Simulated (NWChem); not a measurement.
**Correlation energy of C3H5**

```
C
C 1 1.3218
H 2 1.1049 1 122.52
H 2 1.1131 3 115.86 1 180.00
C 1 1.4658 2 141.95 3 180.00
H 5 1.1112 1 111.55 2 120.27
H 5 1.1112 6 106.90 1 -122.19
H 5 1.1180 6 107.47 7 -115.12
```
Charge 0, spin multiplicity 2.

Program: NWChem. Structure: optimised with UPBE/def2-SVP, a minimum by its harmonic frequencies.

Basis set: 6-311G**. Each correlation energy counts from its own Hartree-Fock reference.

The correlated methods keep 3 core orbitals frozen. The Pople sets run with spherical d functions. The structure started from a generated list of species. The unpaired electrons of the parent sit in orbitals of symmetry a' (Cs labels of the run); other states weren't searched. The stability of the SCF solutions was not checked. Open-shell Hartree-Fock references start from PBE0 orbitals. Coupled-cluster values serve here as a point of comparison, not as the truth.

| method | correlation energy (mHa) | remark |
|---|---|---|
| UMP2 | ? | spin-contaminated |
| SCS-UMP2 | ? | spin-contaminated |
| CCSD on ROHF | ? | - |
| CCSD[T] on ROHF | -470.1 | - |
| CCSD(T) on ROHF | ? | - |

Question: Fill in the missing entries.

Answer: 
- UMP2, correlation energy (mHa): -395.2
- SCS-UMP2, correlation energy (mHa): -393.9
- CCSD on ROHF, correlation energy (mHa): -452.3
- CCSD(T) on ROHF, correlation energy (mHa): -469.4
